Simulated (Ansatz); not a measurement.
Molecule: hydrogen selenide, H2Se (charge 0, singlet). SMILES: [SeH2]
Geometry from a B3LYP-D3(BJ)/def2-TZVP (Ansatz, a quantum-chemistry and plane-wave program) optimisation:
```
Se
H 1 1.4704
H 1 1.4704 2 91.29
```

Quantity: vertical ionisation energy (to the doublet state of charge +1; each state is the SCF solution reached for its spin), in eV. Correlated levels leave the core frozen unless marked. Open shells are spin-unrestricted. No spin-orbit coupling. The frozen core is the preceding noble-gas configuration, with the filled d and f shells of earlier blocks. Non-relativistic. CBS(X,Y): correlation extrapolated as X^-3; Hartree-Fock from the larger set.

CCSD(T)/CBS(aug-cc-pVTZ,aug-cc-pVQZ) (Ansatz) gives 9.90 eV.

Q: Another calculation gave 9.70 eV. Which level was it?
A. SVWN5/def2-TZVPD (Ansatz)
B. B3LYP/def2-TZVPD (Ansatz)
C. BHLYP/def2-TZVPD (Ansatz)

A: C, BHLYP/def2-TZVPD (Ansatz). The others give 10.04 (SVWN5), 9.87 (B3LYP) eV.
